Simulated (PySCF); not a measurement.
**GeB: energy against distance**

Set-up: PySCF, no relativity, basis sets Ge pcseg-1, B pcseg-1. Energies in eV from Ge + B in their ground configurations at the same level. All curves are PBE0. state 1: ⁴Σ⁻ (quartet), unpaired electrons σ ↑, π ↑↑; state 2: Ms = 0.5 determinant of mixed spin (⟨S²⟩ near 1.8), unpaired electrons σ ↓, π ↑↑, a second solution, started from another occupation; state 3: Ms = 0.5 determinant of mixed spin (⟨S²⟩ near 1.8), unpaired electrons σ ↑, π ↑↓, a mixture of terms (⟨Lz²⟩ = 2.0), a second solution, started from another occupation; state 4: doublet, unpaired electrons σ ↑, a mixture of terms (⟨Lz²⟩ = 2.0), a second solution, started from another occupation.

| R (Å) | state 1 | state 2 | state 3 | state 4 |
| --- | --- | --- | --- | --- |
| 1.710 | -2.344 | -1.951 | -1.886 | -1.112 |
| 1.790 | -2.828 | -2.451 | -2.387 | -1.645 |
| 1.870 | -3.092 | -2.730 | -2.667 | -1.954 |
| 1.929 | -3.184 | -2.832 | -2.770 | -2.076 |
| 1.989 | -3.206 | -2.865 | -2.803 | -2.127 |
| 2.049 | -3.177 | -2.843 | -2.783 | -2.122 |
| 2.128 | -3.079 | -2.754 | -2.695 | -2.053 |
| 2.228 | -2.895 | -2.576 | -2.520 | -1.899 |
| 2.347 | -2.628 | -2.310 | -2.257 | -1.664 |
| 2.506 | -2.248 | -1.924 | -1.876 | -1.328 |

Problem. Put a parabola through the three lowest points of the state 1 curve and estimate Re, k and ωe (reduced mass 9.582 u; 1 eV/Å² = 0.16022 mdyn/Å; ωe = 1302.8·√(k/μ) cm⁻¹).

Solution. Through R = 1.929, 1.989, 2.049 Å the second-order coefficient is 7.08 eV/Å², so Re ≈ 1.985 Å, k ≈ 2.27 mdyn/Å and ωe ≈ 634 cm⁻¹. A polynomial fit of higher order to the unrounded PBE0 energies gives Re = 1.982 Å, k = 2.41 mdyn/Å, ωe = 653 cm⁻¹; anharmonicity and rounding make the difference.

The higher-order fit for each curve: state 1: Re = 1.982 Å, ωe = 653 cm⁻¹, De = 3.21 eV; state 2: Re = 1.993 Å, ωe = 647 cm⁻¹, minimum 2.86 eV below the ground-state fragments; state 3: Re = 1.994 Å, ωe = 645 cm⁻¹, minimum 2.80 eV below the ground-state fragments; state 4: Re = 2.012 Å, ωe = 627 cm⁻¹, minimum 2.13 eV below the ground-state fragments.

⟨S²⟩ of the unrestricted solution departs from its pure value on part of the curve, where spin states mix. Spin–orbit coupling is left out. The state was picked by a PBE0 search and need not be the measured ground state.
